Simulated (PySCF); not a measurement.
A side-by-side comparison of computed properties.

First species: C7H13NO.
Geometry (GFN2-xTB, Å), atoms numbered from 1 in this order:
```
atom  x, y, z in Å
C1    -2.7012   -0.7718    1.5130
C2    -2.2121   -0.0441    0.5220
C3    -2.9675    0.1880   -0.7513
C4    -0.8528    0.5937    0.6028
C5     0.2024   -0.2389   -0.1307
C6     1.5826    0.3916   -0.0122
O7     1.8044    1.4375    0.5563
N8     2.5548   -0.3366   -0.6139
C9     3.9353    0.0810   -0.6401
H10   -2.1549   -0.9237    2.4287
H11   -3.6700   -1.2393    1.4546
H12   -3.9177   -0.3395   -0.7460
H13   -2.3873   -0.1483   -1.6096
H14   -3.1607    1.2524   -0.8811
H15   -0.8751    1.5914    0.1613
H16   -0.5455    0.6983    1.6438
H17   -0.0471   -0.3222   -1.1912
H18    0.2351   -1.2483    0.2871
H19    2.3177   -1.1986   -1.0777
H20    4.2700    0.2593   -1.6643
H21    4.5782   -0.6714   -0.1792
H22    4.0010    1.0087   -0.0741
```

Second species: C₆H₆F₃N₃.
Bonds: C1–C2 (double), C2–N3, N3–N4 (aromatic), N4–C5 (aromatic), C5–C6, C5–C7 (aromatic), C7–C8, C8–F9, C8–F10, C8–F11, C7–N12 (aromatic), N3–N12 (aromatic). Hydrogens: H13, H14 on C1; H15 on C2; H16, H17, H18 on C6.

Levels: PBE0/pcSseg-1 for dipole moment, HOMO energy, LUMO energy and HOMO–LUMO gap; GFN2-xTB for rotational constant A and rotational constant C. Geometries: GFN2-xTB. Each structure is a single optimised conformer of the isolated species, non-relativistic unless stated. Electronic properties by PySCF.

The conformers computed, where there is a choice (atom-mapped SMILES and torsion angles):
- `[CH2:1]=[C:2]([CH3:3])[CH2:4][CH2:5][C:6](=[O:7])[NH:8][CH3:9]`: C1–C2–C4–C5 99°, C2–C4–C5–C6 -178°, C4–C5–C6–O7 -2°, C5–C6–N8–C9 179°
- `[CH2:1]=[CH:2][n:3]1[n:4][c:5]([CH3:6])[c:7]([C:8]([F:9])([F:10])[F:11])[n:12]1`: C1–C2–N3–N4 180°, C5–C7–C8–F9 180°

| property | column X | column Y |
| --- | --- | --- |
| dipole moment | 3.70 D | 2.38 D |
| HOMO energy | -7.01 eV | -7.38 eV |
| LUMO energy | 0.61 eV | -1.53 eV |
| HOMO–LUMO gap | 7.62 eV | 5.85 eV |
| rotational constant A | 4.312 GHz | 1.600 GHz |
| rotational constant C | 0.624 GHz | 0.517 GHz |

Problem. Which column belongs to which species?

Solution. Column X is the first species and column Y the second. The first has 22 atoms and 70 electrons, the second 18 and 90.

Problem. How does each property change from the first species to the second?

Solution. dipole moment -1.32 D; HOMO energy -0.37 eV; LUMO energy -2.14 eV; HOMO–LUMO gap -1.77 eV; rotational constant A -2.712 GHz; rotational constant C -0.107 GHz.

On the first: The dipole equals about 12.3 × 10⁻³⁰ C·m (1 D = 3.33564 × 10⁻³⁰ C·m).

On the second: In atomic units the dipole is 0.94 e·bohr (1 au = 2.5417 D).
